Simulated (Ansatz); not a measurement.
Geometry optimisation, Ansatz, RKS PBE-D4/def2-SVP.

Input:

```yaml
crystal:
  periodic: [false, false, false]
  atoms:
    - { symbol: F, position_ang: [-0.5857, -1.0438, 1.4252] }
    - { symbol: B, position_ang: [-0.1461, -0.2226, 0.3004] }
    - { symbol: S, position_ang: [1.6015, 0.4003, 0.2845] }
    - { symbol: S, position_ang: [-1.2041, 0.1879, -1.1485] }
    - { symbol: H, position_ang: [2.0924, -0.7711, -0.3677] }
    - { symbol: H, position_ang: [-0.78683, -0.97272, -1.88646] }
basis:
  gaussian: { orbitals: def2-SVP }
hamiltonian:
  xc: pbe
  dispersion: d4
relax:
  f_tol: 0.015
  max_steps: 40
```

Launched with:

```bash
$ ansatz run input.yaml --threads 1 --pin off --max-ram 2048MiB --backend cpu --events-out ev --progress --plain --runs-dir out
```

Where does it end, and by what steps?

The forces met the threshold. After 11 steps the energy has fallen by 1.436 eV; S3 moved furthest, 0.73 Å.

```csv
step,energy less start (eV),largest force component (eV/Å),accepted
0,0.0000,2.883,yes
1,-0.2495,2.675,yes
2,-0.3598,2.172,yes
3,-0.5780,0.622,yes
4,-0.7335,0.991,yes
5,-0.9129,1.450,yes
6,-1.2060,0.958,yes
7,-1.3902,0.493,yes
8,-1.3938,0.466,yes
9,-1.4186,0.712,yes
10,-1.4359,0.034,yes
11,-1.4364,0.009,yes
```

```xyz
6
Properties=species:S:1:pos:R:3
F -0.768 -0.380 1.620
B -0.167 -0.396 0.423
S 1.652 -0.305 0.450
S -1.276 -0.504 -1.018
H 1.839 -0.358 -0.896
H -0.308 -0.480 -1.972
```

Time of the run: 24 s on 1 CPU thread of a shared host.
